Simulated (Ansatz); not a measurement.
`OC([SiH3])N[SiH3]` + `NN` → `NN[SiH3]` + `OCN[SiH3]`  (ligand exchange at the Si–C bond)

Calculated with Ansatz (gas phase, PBE0-D4/def2-TZVP geometries, no zero-point term in ΔE). CCSD(T)/CBS adds triple-zeta CCSD(T) − MP2 to the extrapolated MP2 energy (def2 sets, frozen cores). This one scheme is used for every species. Functionals use def2-TZVPP. B3LYP here is the variant with VWN-RPA as its local correlation; programs differ in this. One conformer a species, not always the lowest.

```json
{"level": "PBE-D4", "ΔE (kcal/mol)": "-13.4", "difference from CCSD(T)/CBS": "1.4"}
{"level": "PBE0-D4", "ΔE (kcal/mol)": "-14.3", "difference from CCSD(T)/CBS": "0.5"}
{"level": "B3LYP-D4", "ΔE (kcal/mol)": "-15.1", "difference from CCSD(T)/CBS": "-0.3"}
{"level": "ωB97X-V", "ΔE (kcal/mol)": "-15.2", "difference from CCSD(T)/CBS": "-0.4"}
{"level": "B2PLYP", "ΔE (kcal/mol)": "-16.2", "difference from CCSD(T)/CBS": "-1.4"}
{"level": "r2SCAN", "ΔE (kcal/mol)": "-15.5", "difference from CCSD(T)/CBS": "-0.7"}
{"level": "B3LYP", "ΔE (kcal/mol)": "-16.4", "difference from CCSD(T)/CBS": "-1.6"}
{"level": "SCS-MP2/def2-TZVPP", "ΔE (kcal/mol)": "-16.1", "difference from CCSD(T)/CBS": "-1.3"}
{"level": "CCSD(T)/def2-TZVPP", "ΔE (kcal/mol)": "-14.9", "difference from CCSD(T)/CBS": "-0.1"}
{"level": "MP2/def2-QZVPP", "ΔE (kcal/mol)": "-15.7", "difference from CCSD(T)/CBS": "-0.9"}
{"level": "CCSD(T)/CBS", "ΔE (kcal/mol)": "-14.8", "difference from CCSD(T)/CBS": "0"}
```

Largest T1 diagnostic among the species: 0.012.

The D4 term adds +1.4 kcal/mol with B3LYP and +0.8 kcal/mol with PBE0; it sums over pairs of atoms, weighted by their polarisabilities, and B3LYP, whose exchange is more repulsive, gets the larger term. In def2-TZVPP, CCSD(T) changes the Hartree–Fock value by +3.9 kcal/mol (the triples alone add +0.6 kcal/mol) and MP2 by +3.2 kcal/mol.
